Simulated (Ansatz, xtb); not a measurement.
Species: sum formula BNH$_{5}$, net charge 0, doublet state. It need not be the lowest isomer of its formula. SMILES: [BH2-][NH3+]
Coordinates optimised at B3LYP-D3(BJ)/def2-TZVP (Ansatz, a quantum-chemistry and plane-wave program):
```
N
H 1 1.0160
H 1 1.0160 2 107.50
H 1 1.0259 2 107.16 3 114.90
B 1 1.6174 2 110.12 3 -119.97
H 5 1.1945 1 110.53 2 -50.11
H 5 1.1945 6 124.23 1 135.06
```
Charge 0, spin multiplicity 2.

Harmonic wavenumbers from GFN2-xTB (xtb, at its own minimum), cm⁻¹: 201, 585, 610, 622, 831, 923, 1119, 1182, 1504, 1505, 2442, 2446, 3224, 3427, 3449.

Give the harmonic wavenumbers at B3LYP-D3(BJ)/def2-TZVP (Ansatz, finite differences of forces, unscaled).

235, 594, 665, 717, 866, 1058, 1165, 1343, 1649, 1655, 2541, 2643, 3281, 3484, 3546 cm⁻¹. Zero-point energy 36.4 kcal/mol.

From these and the geometry, give the ideal-gas thermochemistry at 298.15 K and 1 atm (rigid rotor, harmonic oscillator).

Point group Cs, rotational symmetry number 1. Rotational constants 97.66, 20.49, 18.93 GHz. S(trans) 36.11, S(rot) 19.68, S(vib) 3.25, S(elec, spin only) 1.38, S 60.4 cal/(mol K). H(298) - H(0) 3.02 kcal/mol; G - E(el) 21.4 kcal/mol.
